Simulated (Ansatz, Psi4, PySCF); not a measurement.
BiF$_{3}$, charge -1, doublet, at a GFN2-xTB geometry (such geometries of metal compounds can be far from the true shape) (a state made from the parent by changing its charge; the spin is typed, not shown lowest) (core potentials on Bi) (in this run its highest filled SCF level lies above zero, so its values depend strongly on the basis, on diffuse functions most of all). Base run: BLYP/def2-TZVP in PySCF.

Here is a job for PySCF.
```python
from pyscf import gto, scf, dft

mol = gto.M(
    atom='''
Bi   -0.00000000    0.00000000   -0.00000000
F    -1.82625889   -1.38897808   -0.00746710
F    -0.28966236    2.27575214    0.03981639
F     2.11592124   -0.88677405   -0.03234929
''',
    basis='def2-tzvp',
    ecp={'Bi': 'def2-tzvp'},
    charge=-1,
    spin=1,
    verbose=4,
)

mf = dft.UKS(mol)
mf.xc = 'blyp'
mf.kernel()
```

The same geometry, method and basis name were run in Ansatz (a first-principles code) and Psi4 and PySCF, at each program's defaults and at the settings that a row names. The base is PySCF at its defaults. Differences at the defaults can come from grids, fitting, cores and function types together.

```tsv
code and settings	ΔE vs base (mEh)	basis functions	E (Eh)	SCF cycles
PySCF, defaults (exact integrals, its default grid, spherical functions)	0.000	143	-514.41021	11
Psi4, defaults (density fitting with its default set, its default grid, spherical functions)	-0.051	143	-514.41026	11
Ansatz, defaults (factorised integrals, its default grid, spherical functions)	-0.007	143	-514.41022	-
PySCF, density fitting with def2-universal-jkfit	-0.055	143	-514.41026	11
PySCF, fine grid	-0.013	143	-514.41022	12
Psi4, exact integrals, spherical functions, fine grid	-0.003	143	-514.41021	14
Ansatz, high accuracy	-0.006	143	-514.41021	-
```

Open shells are given as the SCF converged; they aren't shown to be the lowest states, and a large step between rows can be another state.
